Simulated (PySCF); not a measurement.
Several orderings of computed values.

Species are written as SMILES; each is one conformer at its optimised geometry, gas phase, non-relativistic unless stated; the electronic structure was computed with PySCF and density fitting.

The conformers computed, where there is a choice (atom-mapped SMILES and torsion angles):
- `[F:1][CH+:2][C:3]1[CH2:4][CH2:5][CH2:6]1`: F1–C2–C3–C4 0°
- `[CH3:1]/[CH:2]=[C:3]\[C:4](=[O:5])[O:6][C:7]([F:8])([F:9])[F:10]`: C3–C4–O6–C7 180°, C4–O6–C7–F8 62°
- `[CH2:1][C@H:2](/[CH:3]=[CH:4]/[F:5])/[C:6]([CH3:7])=[CH:8]/[F:9]`: C1–C2–C3–C4 128°, C1–C2–C6–C7 -148°

Question: Rank by smallest rotational constant, lowest first (GFN2-xTB).
A. `C[C@]1(F)[CH+][CH]C1` ([C5H7F]+) [radical]
B. `[CH2][C@H](/C=C/F)/C(C)=C/F` (C7H9F2) [radical]
C. `C/C=[C]\C(=O)OC(F)(F)F` (C5H4F3O2) [radical]
D. `F[CH+][C]1CCC1` ([C5H7F]+) [radical]
E. `CCCl` (C2H5Cl)

Answer: C (0.612 GHz), B (0.730 GHz), D (1.932 GHz), A (3.016 GHz), E (5.013 GHz).

Question: Rank by isotropic g value, lowest first (unrestricted B3LYP/pcH-1, mean-field spin–orbit at GFN2-xTB geometries).
A. `C/C=[C]\C(=O)OC(F)(F)F` [radical]
B. `CC[C+]=[C]CF` [radical]
C. `C[C@]1(F)[CH+][CH]C1` [radical]
D. `[CH2][C@H](/C=C/F)/C(C)=C/F` [radical]

Answer: D (2.00264), A (2.00366), C (2.00445), B (2.00672).
